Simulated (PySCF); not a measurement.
Be(Et) (C2H5Be), SMILES [Be][CH2]C, multiplicity 2.

Geometry: r2SCAN-D4/def2-TZVP. The multiplicity is an assumed one; other spin states were not compared. The isomer is the one that the SMILES or the coordinates give; other isomers of the formula were not compared.

Calculation: TDA-B3LYP/def2-SVPD in PySCF.

Vertical excitations. Isolated molecule, no solvent.

Computed UV-visible absorptions:
```csv
state,energy (eV),λ (nm),f,main pairs
root 1,2.79,445,0.064,α HOMO→LUMO 97 %
root 2,2.88,430,0.069,α HOMO→LUMO+1 97 %
root 3,4.62,269,0.022,"α HOMO→LUMO+2 10 %, β HOMO→LUMO 87 %"
root 4,4.95,250,0.152,"α HOMO→LUMO+2 88 %, β HOMO→LUMO 9 %"
root 5,5.38,231,0.000,"α HOMO−1→LUMO 51 %, β HOMO→LUMO+1 34 %"
root 6,5.41,229,0.018,"α HOMO→LUMO+3 81 %, β HOMO→LUMO+2 8 %"
root 7,5.52,225,0.012,"α HOMO−1→LUMO+1 54 %, α HOMO→LUMO+3 17 %, β HOMO→LUMO+2 25 %"
root 8,5.53,224,0.028,"α HOMO→LUMO+4 55 %, α HOMO→LUMO+5 29 %, α HOMO−1→LUMO 11 %"
root 9,5.71,217,0.028,"α HOMO→LUMO+5 64 %, α HOMO→LUMO+4 32 %"
root 10,6.23,199,0.085,"α HOMO−1→LUMO 35 %, β HOMO→LUMO+1 59 %"
```
Unrestricted roots are not spin-pure.
